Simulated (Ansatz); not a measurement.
F$_{3}$HSSi (`F[Si](F)(F)S`), 6 atoms. The species carries charge 0 and has multiplicity 1. All runs use 2 threads of a server CPU on a shared host. Correlated methods freeze the cores.

Give the basis size and wall time and peak host memory of each of these runs in Ansatz. RKS PBE0-D4/def2-TZVP frequencies; RHF-CCSD(T)/def2-TZVPP energy; RHF-CCSD(T)/def2-SVP energy; RKS ωB97X-V/def2-TZVPP energy; RKS PBE0-D4/def2-QZVPP energy; RKS ωB97M-V/def2-SVP energy; RHF-MP2/def2-QZVPP energy; RKS PBE0-D4/def2-SVP energy; RKS BHLYP-D4/def2-TZVPP energy; RKS PBE-QIDH (frozen core)/def2-TZVPP energy; RKS ωB97M-V/def2-QZVPP energy; RKS HSE06-D4/def2-TZVPP energy. (Best estimate.)

Ansatz gave: Other jobs shared the machine, so times are rough.

| level | job | functions | wall time | peak host memory (GiB) |
| --- | --- | --- | --- | --- |
| RKS PBE0-D4/def2-SVP | energy | 83 | 1.3 s | 0.15 |
| RHF-CCSD(T)/def2-SVP | energy | 83 | 3.4 s | 0.24 |
| RKS BHLYP-D4/def2-TZVPP | energy | 191 | 3.9 s | 0.42 |
| RKS HSE06-D4/def2-TZVPP | energy | 191 | 4.5 s | 0.43 |
| RKS PBE-QIDH (frozen core)/def2-TZVPP | energy | 191 | 6 s | 0.41 |
| RKS ωB97M-V/def2-SVP | energy | 83 | 6.5 s | 0.23 |
| RKS ωB97X-V/def2-TZVPP | energy | 191 | 9.5 s | 0.54 |
| RKS PBE0-D4/def2-QZVPP | energy | 341 | 11 s | 0.98 |
| RHF-MP2/def2-QZVPP | energy | 341 | 18 s | 1.3 |
| RKS ωB97M-V/def2-QZVPP | energy | 341 | 24 s | 1.1 |
| RKS PBE0-D4/def2-TZVP | frequencies | 173 | 100 s | 0.38 |
| RHF-CCSD(T)/def2-TZVPP | energy | 191 | 110 s | 2.1 |

HSE06 is defined as in plane-wave codes.
